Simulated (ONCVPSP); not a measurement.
## An all-electron radial function and its pseudo partner (Sb)

Columns: radius, all-electron u(r) and pseudo u(r) of the 4p shell (level -101.79 eV) of antimony in the configuration [Ar] 3d10 4s2 4p6 4d10 5s2 5p3; PBE, scalar-relativistic, ONCV scheme, ONCVPSP 4.0.1.

```tsv
r (bohr)	all-electron	pseudo
0.060	0.4568	0.0174
0.120	0.0631	0.0684
0.180	-0.4849	0.1501
0.240	-0.6922	0.2583
0.300	-0.5557	0.3876
0.360	-0.2252	0.5311
0.420	0.1660	0.6803
0.480	0.5306	0.8252
0.540	0.8261	0.9559
0.600	1.0395	1.0642
0.660	1.1726	1.1442
0.720	1.2373	1.1928
0.780	1.2474	1.2087
0.840	1.2173	1.1927
0.900	1.1592	1.1478
0.960	1.0835	1.0800
1.020	0.9980	0.9973
1.080	0.9086	0.9083
1.140	0.8193	0.8191
1.200	0.7332	0.7330
1.260	0.6519	0.6517
1.320	0.5765	0.5763
1.380	0.5075	0.5074
1.440	0.4450	0.4449
1.500	0.3890	0.3889
1.560	0.3391	0.3390
```

(1) How many radial nodes do the two functions have?

(2) At about which radius was the pseudo-wave matched?

(3) Is the pseudo-wave norm-conserving?

Answers

(1) The all-electron 4p function has n − l − 1 = 2; the pseudo-wave has 0, since the states of the same l below it are removed with the core.

(2) 1.10 bohr, where the columns begin to agree (steps of 0.06 bohr).

(3) Yes: the ONCV scheme keeps the norm inside the radius equal to the all-electron one, which fixes the energy derivative of the logarithmic derivative at the level.
